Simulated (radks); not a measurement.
Numerical settings for neutral beryllium, [He] 2s2. Method: scalar-relativistic Kohn-Sham, r2SCAN, spin-polarised, spherical densities, finite nucleus; meta-GGA in the generalised Kohn-Sham scheme; Fermi nuclear charge, rms radius 2.519 fm; computed with a radial shooting solver on a logarithmic mesh with Libxc functionals. The defaults (mesh step 0.008 in ln r, mesh end at 40 bohr or more with all orbitals vanishing there, Anderson mixing 0.5 over 9 steps, residual threshold near 1e-9 with the energy settled to 1e-9 hartree or 1e-11 of itself, here a cap of 69 iterations) give E = -14.652 hartree and 2s at -5.747 eV in 16 iterations. Run on one thread of a shared host, so times are rough (Arm Neoverse V1): 0.08 s of CPU time, 0.08 s wall, 16 iterations on 2208 mesh points. Changes against that run (0 stands for a change within the tolerance of the run):

setting                     iterations  converged  E (mhartree)  e(2s) (meV)  CPU (s)
mesh step in ln r 0.005             19        yes             0            0     0.15
mesh step in ln r 0.08              11        yes        -0.926       -0.584     0.01
mesh step in ln r 0.003             69         no             0            0     0.79
mesh end (bohr) 8                   16        yes          +1.5        +96.7     0.08
mesh end (bohr) 5                   16        yes         +57.5    +1.83e+03     0.08
residual threshold 0.001             7        yes             0       +0.131     0.04
residual threshold 0.01              7        yes             0       +0.131     0.04
mixing 1.5                          17        yes             0            0     0.09
linear mixing, mixing 1             69         no             0            0     0.26
linear mixing, mixing 0.05          69         no        +0.012        -89.5     0.32
mixing history 20                   15        yes             0            0     0.08
iteration cap 5                      5         no             0         -6.2     0.03

Settings that end as converged yet miss the energy by more than 1 mhartree: mesh end (bohr) 8 (+0.0015 hartree); mesh end (bohr) 5 (+0.0575 hartree). A mesh that ends early acts as a hard wall.
